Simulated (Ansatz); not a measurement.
Frontier orbitals of Ge$_{3}$H$_{6}$ (`[GeH2]1[GeH2][GeH2]1`).

Charge 0, multiplicity 1. Correlated methods include outer-core shells of Ge, which these sets cover unevenly. Scalar relativity is left out up to krypton. The structure was optimised at the PBE0-D4/def2-TZVP level. Basis def2-TZVPP, Ansatz.

Orbital energies of one run (eV). Highest occupied ones, from the top: -5.94, -5.94, -8.34, -8.34, -8.85, -9.25, -12.66, -12.66, -15.34, -29.73, -29.78, -29.78, -29.80, -29.83. Empty: -1.31, -1.31, -1.31, -0.81, -0.47, 1.04.

Problem. Which functional gave them?
A. ωB97M-V
B. LDA (SPW92)
C. HSE06 (plane-wave form)
D. r2SCAN0

Solution. B. HOMO energies: LDA (SPW92) -5.94, r2SCAN0 -6.89, ωB97M-V -8.65, HSE06 -6.36 eV.
